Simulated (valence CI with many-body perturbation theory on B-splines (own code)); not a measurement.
Hf⁴¹⁺: electric-dipole lines

Method: configuration interaction combined with many-body perturbation theory (CI+MBPT): three valence electrons over a frozen Dirac-Fock core [Ar] 3d10, a basis of 11 s, 11 p, 9 d, 7 f, 5 g, 2 h, 1 i functions for each j, with the one-electron correlation potential Σ1 (screened to all orders), the two-electron term Σ2, the three-electron term Σ3, Breit, model QED; selected single and double excitations, second order for the rest (own B-spline code, finite nucleus).

The last digits are not significant, and no measured levels were compared; by estimate large intervals hold to a few tenths of a per cent, small ones and those within an open d or f shell to about a per cent.

Lines 201 to 250 of 277 in falling wavelength, among levels below 538.92 eV, chosen from the strongest by gf and those to the six lowest levels. Wavelengths and rates use the calculated energies. Electric multipoles are in the length gauge, E1 and E2 with the static RPA response of the core. Weak lines are less certain than strong ones. Lines between different terms over intervals too small for the method are left out, as are lines whose strength nearly cancels. The highest levels of a list are the least certain.

Levels are named by their leading jj configuration (3d3/2^4 stands for four electrons in 3d with j = 3/2), which in mixed levels can hold well under half, so a name can repeat and another be missing. Letters in brackets count levels of one name in rising energy.

```tsv
λ vac (Å)	Upper	Lower	A (s⁻¹)	S (a.u.) with core polarisation	S without
52.05	(4s 4p3/2 4d5/2) J=3/2 [a]	(4s 4p1/2 4p3/2) J=1/2	1.28e+11	3.57e-02	3.79e-02
52.04	(4p1/2 4p3/2 4d3/2) J=1/2 [b]	(4p1/2^2 4p3/2) J=3/2	9.19e+11	1.28e-01	1.36e-01
51.94	(4s 4p1/2 4d3/2) J=3/2 [b]	(4s 4p1/2^2) J=1/2	1.03e+12	2.85e-01	3.03e-01
51.91	(4s 4p3/2 4d5/2) J=5/2 [a]	(4s 4p1/2 4p3/2) J=3/2 [b]	3.32e+09	1.37e-03	1.46e-03
51.89	(4s 4p3/2 4d3/2) J=5/2 [a]	(4s 4p1/2 4p3/2) J=3/2 [a]	3.58e+11	1.48e-01	1.57e-01
51.83	(4s 4p3/2 4d3/2) J=1/2 [b]	(4s 4p1/2 4p3/2) J=1/2	7.26e+11	9.98e-02	1.06e-01
51.80	(4s 4p3/2 4d3/2) J=3/2 [a]	(4s 4p1/2 4p3/2) J=3/2 [a]	6.39e+11	1.75e-01	1.86e-01
51.79	(4s 4p3/2 4d3/2) J=1/2 [a]	(4s 4p1/2 4p3/2) J=3/2 [a]	7.32e+11	1.00e-01	1.07e-01
51.66	(4p1/2 4p3/2 4d5/2) J=5/2 [a]	(4p1/2^2 4p3/2) J=3/2	3.67e+11	1.50e-01	1.59e-01
51.49	(4s 4p3/2 4d5/2) J=3/2 [a]	(4s 4p1/2 4p3/2) J=3/2 [b]	1.11e+11	3.00e-02	3.19e-02
51.27	(4s 4p3/2 4d3/2) J=1/2 [b]	(4s 4p1/2 4p3/2) J=3/2 [b]	4.26e+10	5.67e-03	6.02e-03
50.79	(4s 4p3/2 4d3/2) J=3/2 [b]	(4s 4p1/2 4p3/2) J=5/2	1.18e+09	3.04e-04	3.23e-04
50.66	(4s^2 4f5/2) J=5/2	(4s 4p1/2 4p3/2) J=3/2 [a]	9.57e+09	3.68e-03	3.92e-03
50.55	(4s^2 4f7/2) J=7/2	(4s 4p1/2 4p3/2) J=5/2	3.46e+10	1.77e-02	1.88e-02
50.47	(4p1/2 4p3/2 4d5/2) J=5/2 [b]	(4p1/2^2 4p3/2) J=3/2	5.43e+10	2.07e-02	2.20e-02
49.83	(4s 4p3/2 4d3/2) J=5/2 [b]	(4s 4p1/2 4p3/2) J=3/2 [b]	4.17e+11	1.53e-01	1.62e-01
49.55	(4s 4p3/2 4d5/2) J=5/2 [a]	(4s 4p1/2 4p3/2) J=5/2	6.07e+09	2.19e-03	2.33e-03
49.22	(4s 4p1/2 4d5/2) J=3/2	(4s 4p1/2^2) J=1/2	4.92e+10	1.16e-02	1.23e-02
49.19	(4s 4p3/2 4d3/2) J=3/2 [b]	(4s 4p1/2 4p3/2) J=3/2 [a]	7.82e+08	1.84e-04	1.95e-04
49.16	(4s 4p3/2 4d5/2) J=3/2 [a]	(4s 4p1/2 4p3/2) J=5/2	3.81e+08	8.93e-05	9.42e-05
48.26	(4s 4p3/2 4d5/2) J=1/2	(4s 4p1/2 4p3/2) J=3/2 [b]	2.64e+10	2.93e-03	3.12e-03
48.20	(4s 4p3/2 4d5/2) J=7/2 [a]	(4s 4p1/2 4p3/2) J=5/2	1.22e+11	5.41e-02	5.75e-02
48.02	(4s 4p3/2 4d5/2) J=5/2 [a]	(4s 4p1/2 4p3/2) J=3/2 [a]	2.38e+08	7.81e-05	8.29e-05
47.65	(4s 4p3/2 4d5/2) J=3/2 [a]	(4s 4p1/2 4p3/2) J=3/2 [a]	3.25e+09	6.94e-04	7.39e-04
47.64	(4s 4p3/2 4d3/2) J=5/2 [b]	(4s 4p1/2 4p3/2) J=5/2	5.44e+09	1.74e-03	1.85e-03
47.60	(4s 4p3/2 4d5/2) J=3/2 [b]	(4s 4p1/2 4p3/2) J=3/2 [b]	4.52e+07	9.62e-06	1.03e-05
47.47	(4s 4p3/2 4d3/2) J=1/2 [b]	(4s 4p1/2 4p3/2) J=3/2 [a]	4.22e+08	4.46e-05	4.75e-05
47.38	(4p1/2 4p3/2 4d5/2) J=5/2 [c]	(4p1/2^2 4p3/2) J=3/2	1.06e+11	3.34e-02	3.55e-02
46.85	(4s 4p3/2 4d5/2) J=5/2 [b]	(4s 4p1/2 4p3/2) J=3/2 [b]	7.97e+08	2.43e-04	2.57e-04
46.23	(4s 4p3/2 4d3/2) J=5/2 [b]	(4s 4p1/2 4p3/2) J=3/2 [a]	4.31e+08	1.26e-04	1.34e-04
45.99	(4s 4p3/2 4d5/2) J=7/2 [b]	(4s 4p1/2 4p3/2) J=5/2	1.63e+10	6.26e-03	6.65e-03
45.78	(4s 4p3/2^2) J=1/2	(4s^2 4p1/2) J=1/2	4.73e+09	4.48e-04	4.75e-04
45.61	(4s 4p3/2 4d5/2) J=3/2 [b]	(4s 4p1/2 4p3/2) J=5/2	3.05e+09	5.70e-04	6.05e-04
45.51	(4p1/2 4p3/2^2) J=3/2	(4s 4p1/2^2) J=1/2	6.07e+10	1.13e-02	1.20e-02
45.20	(4p1/2 4p3/2^2) J=1/2	(4s 4p1/2^2) J=1/2	3.93e+09	3.58e-04	3.80e-04
45.17	(4s 4p3/2^2) J=3/2	(4s^2 4p1/2) J=1/2	9.28e+09	1.69e-03	1.79e-03
44.98	(4p3/2^3) J=3/2	(4s 4p1/2 4p3/2) J=3/2 [b]	1.06e+10	1.90e-03	2.02e-03
44.92	(4s 4p3/2 4d5/2) J=5/2 [b]	(4s 4p1/2 4p3/2) J=5/2	1.08e+10	2.89e-03	3.08e-03
44.88	(4s 4p3/2 4d5/2) J=1/2	(4s 4p1/2 4p3/2) J=3/2 [a]	2.83e+09	2.53e-04	2.69e-04
44.31	(4s 4p3/2 4d5/2) J=3/2 [b]	(4s 4p1/2 4p3/2) J=3/2 [a]	3.32e+09	5.71e-04	6.07e-04
43.66	(4s 4p3/2 4d5/2) J=5/2 [b]	(4s 4p1/2 4p3/2) J=3/2 [a]	1.02e+10	2.52e-03	2.69e-03
43.20	(4p3/2^3) J=3/2	(4s 4p1/2 4p3/2) J=5/2	3.52e+09	5.60e-04	5.94e-04
42.03	(4p3/2^3) J=3/2	(4s 4p1/2 4p3/2) J=3/2 [a]	1.91e+09	2.81e-04	2.99e-04
39.77	(4s 4p3/2 4d3/2) J=3/2 [a]	(4s 4p1/2^2) J=1/2	3.13e+08	3.88e-05	4.14e-05
39.76	(4s 4p3/2 4d3/2) J=1/2 [a]	(4s 4p1/2^2) J=1/2	3.23e+07	2.00e-06	2.13e-06
38.21	(4s 4p3/2 4d3/2) J=3/2 [b]	(4s 4p1/2^2) J=1/2	4.93e+08	5.43e-05	5.77e-05
37.28	(4s 4p3/2 4d5/2) J=3/2 [a]	(4s 4p1/2^2) J=1/2	2.79e+08	2.85e-05	3.05e-05
37.17	(4s 4p3/2 4d3/2) J=1/2 [b]	(4s 4p1/2^2) J=1/2	8.97e+07	4.55e-06	4.87e-06
37.13	(4p1/2^2 4d3/2) J=3/2	(4s^2 4p3/2) J=3/2	9.21e+06	9.31e-07	9.90e-07
35.56	(4s 4p3/2 4d5/2) J=1/2	(4s 4p1/2^2) J=1/2	2.88e+09	1.28e-04	1.36e-04
```
